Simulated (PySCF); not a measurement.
## Core binding energy against partial charge

Species: C6H15NOSi.
Numbering: `[CH3:1][C:2](=[O:3])[NH:4][SiH2:5][C:6]([CH3:7])([CH3:8])[CH3:9]`

Cartesian coordinates in Å at the PBE0-D3(BJ)/def2-SVP level; atoms count from 1:
```xyz
24
C6H15NOSi angstrom
C      3.6357    0.2716    0.4074
C      2.5893    1.1608    1.0344
O      2.8622    2.1629    1.6685
N      1.2825    0.7976    0.8584
Si     0.0266    1.8299    1.5742
C     -1.6433    1.0346    1.1354
C     -1.7160   -0.3816    1.7129
C     -1.8213    0.9957   -0.3849
C     -2.7397    1.9030    1.7613
H      3.5214    0.2584   -0.6877
H      4.6304    0.6534    0.6632
H      3.5352   -0.7639    0.7674
H      1.0793   -0.0406    0.3269
H      0.1864    1.8818    3.0563
H      0.0980    3.2033    0.9964
H     -0.9612   -1.0522    1.2708
H     -1.5645   -0.3874    2.8043
H     -2.7054   -0.8302    1.5135
H     -1.0516    0.3814   -0.8801
H     -2.8025    0.5626   -0.6486
H     -1.7745    2.0034   -0.8279
H     -3.7375    1.4870    1.5358
H     -2.7180    2.9341    1.3725
H     -2.6453    1.9552    2.8581
```

Binding energies: delta-SCF UKS SCAN, pcX-2 on the ionised atom, pcseg-1 elsewhere, spin-free X2C in PySCF. Charges: PBE0/pcSseg-1 ground-state density, for the ionised atom.

```json
{"atom": "C6", "environment": "sp3 carbon bound to silicon", "C 1s (eV)": "290.20", "Mulliken (e)": "-0.771", "IAO (e)": "-0.215", "Hirshfeld (e)": "-0.061", "ESP (e)": "+0.456"}
{"atom": "C7", "environment": "methyl carbon", "C 1s (eV)": "290.58", "Mulliken (e)": "-0.185", "IAO (e)": "-0.402", "Hirshfeld (e)": "-0.116", "ESP (e)": "-0.527"}
{"atom": "C1", "environment": "methyl carbon next to a carbonyl", "C 1s (eV)": "291.09", "Mulliken (e)": "-0.271", "IAO (e)": "-0.470", "Hirshfeld (e)": "-0.120", "ESP (e)": "-0.659"}
{"atom": "C2", "environment": "amide carbonyl carbon", "C 1s (eV)": "293.58", "Mulliken (e)": "+0.366", "IAO (e)": "+0.446", "Hirshfeld (e)": "+0.180", "ESP (e)": "+0.861"}
```

Task: How well does each charge scheme correlate with the binding energies over these sites?

Result: Hirshfeld: r = 0.91, slope 9.8 eV per e; Mulliken: r = 0.91, slope 3.0 eV per e; IAO: r = 0.88, slope 3.2 eV per e; ESP: r = 0.58, slope 1.2 eV per e. On 4 points no scheme stands out.

Task: The point-charge model writes a binding energy as kq + V + constant, with V the potential of the other atoms' charges at the site. What does it give with the Hirshfeld charges?

Result: V = Σ 14.40 eV Å × q/r over all other atoms: +0.34 eV at C6, +1.45 eV at C7, +2.22 eV at C1, -3.68 eV at C2. Fitting binding energy − V to q gives k = 28.1 eV per e and leaves an rms residual of 0.31 eV, against 0.53 eV for the fit on q alone. The model has no term for differences in relaxation between sites.

The structure is a single PBE0-D3(BJ)/def2-SVP conformer in the gas phase; no vibrational or solvent corrections.
